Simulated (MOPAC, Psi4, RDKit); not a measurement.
Internal rotation in C₅H₈GeOS, SMILES c1cc(s[c]1[GeH3])OC. Scanned: dihedral C1–O2–C3–S8; all other coordinates were relaxed at GFN2-xTB. Points at φ and −φ are mirror images. Heavy atoms are numbered in the order of the SMILES COc1cc[c]([GeH3])s1, hydrogens after them in the order of the atoms that carry them; the mirror image has the same energies with the sign of each dihedral reversed.

Levels of theory: PBE-D3(BJ)/def2-SVP // GFN2-xTB (Psi4); PM7, restricted, heats of formation // GFN2-xTB (MOPAC); UFF // GFN2-xTB (RDKit).

Energies in kcal/mol, each method relative to its own lowest point.

| φ / ° | PBE-D3(BJ)/def2-SVP | PM7 | UFF |
|---|---|---|---|
| -160 | 0.6 | 0.4 | 2.6 |
| -140 | 1.8 | 1.3 | 4.1 |
| -120 | 2.6 | 2.1 | 5.7 |
| -100 | 2.7 | 2.7 | 7.0 |
| -80 | 2.4 | 2.9 | 6.8 |
| -60 | 1.8 | 3.0 | 4.7 |
| -40 | 1.0 | 3.0 | 2.2 |
| -20 | 0.3 | 3.1 | 0.5 |
| 0 | 0.0 | 3.2 | 0.0 |
| 20 | 0.3 | 3.1 | 0.5 |
| 40 | 1.0 | 3.0 | 2.2 |
| 60 | 1.8 | 3.0 | 4.7 |
| 80 | 2.4 | 2.9 | 6.8 |
| 100 | 2.7 | 2.7 | 7.0 |
| 120 | 2.6 | 2.1 | 5.7 |
| 140 | 1.8 | 1.3 | 4.1 |
| 160 | 0.6 | 0.4 | 2.6 |
| 180 | 0.1 | 0.0 | 2.0 |
